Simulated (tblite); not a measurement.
A tight-binding relaxation on `O([C@@H]1CCCB1)[SiH3]`.

Computed with GFN2-xTB geometry optimisation, gas phase (tblite 0.8.0). Start geometry: from a force field or distance geometry. The command runs a driver script over a list of jobs; the input below is this job's line of settings and its coordinates in Å.

Command:
```bash
OMP_NUM_THREADS=1 python probes_run.py task.json out
```

Input:
```
{"job": {"kind": "relax", "xc": "GFN2-xTB", "basis": "xTB"}, "charge": 0, "multiplicity": 1}
Si     2.908900     0.211600     0.056700
O      1.378100     1.001900     0.354500
C      0.368100     0.029600     0.483500
B     -0.879600     0.694200     1.202600
C     -2.166100     0.473500     0.332600
C     -1.723200    -0.515300    -0.745200
C     -0.202500    -0.362900    -0.894900
H      2.832400    -0.551100    -1.189000
H      3.240600    -0.685600     1.175500
H      3.948700     1.231700    -0.066000
H      0.650500    -0.863500     1.076900
H     -0.969600     0.580700     2.386900
H     -3.010400     0.068400     0.936000
H     -2.451500     1.442700    -0.137700
H     -2.238700    -0.313800    -1.705400
H     -1.956700    -1.549200    -0.397900
H      0.010600     0.434400    -1.635400
H      0.251500    -1.321300    -1.245300
```

Output:
```
step      E/eV     max force
  0    -577.24731    3.585
  1    -577.57265    2.027
  2    -577.71668    1.732
  3    -577.77609    0.868
  4    -577.83928    0.411
  5    -577.85592    0.368
  6    -577.89943    0.418
  7    -577.91721    0.339
  8    -577.93670    0.311
  9    -577.95390    0.356
... (57 lines left out)
 67    -578.13257    0.028
 68    -578.13265    0.036
 69    -578.13273    0.024
 70    -578.13282    0.020
 71    -578.13288    0.018
 72    -578.13294    0.013
 73    -578.13297    0.012
 74    -578.13300    0.012
 75    -578.13302    0.013
 76    -578.13303    0.009
```

«max force» is the largest atomic force in eV/Å.

From which step on does the largest force stay under 0.1 eV/Å, and how much energy is left to gain from there?

From step 28 (0.094 eV/Å), 14.5 meV above the end.

In short: energy lowered by 20.4 kcal/mol over 76 steps; largest atomic force 0.009 eV/Å at the end.

The run took 0.42 s wall on Arm Neoverse V2, one thread, no GPU, shared host with 96 logical CPUs at a one-minute load of 41.
Labels such as C1 count atoms from 1, the log's own numbers from 0.
